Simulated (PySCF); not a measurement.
**Correlation energy of Ge (germanium, neutral)**

[Ar] 3d10 4s1 4p3, high-spin 5S determinant (an excited configuration). All numbers are calculated (PySCF 2.14, the spin-free X2C one-electron Hamiltonian (Gaussian nucleus), in aug-cc-pVQZ-DK (8s7p5d3f2g, 93 functions)). Frozen: [Ar] 3d10; 4 electrons correlated.

```tsv
level	correlation energy (mhartree)
CCSD	-25.38
(T)	-0.43
CCSD(T)	-25.81
```

Diagnostics: T1 = 0.0025, D1 = 0.0056, largest double amplitude 0.037.

Q: Is a single reference adequate?

A: Yes, within this model without spin-orbit coupling: T1 lies below 0.03 and no double amplitude reaches 0.07.
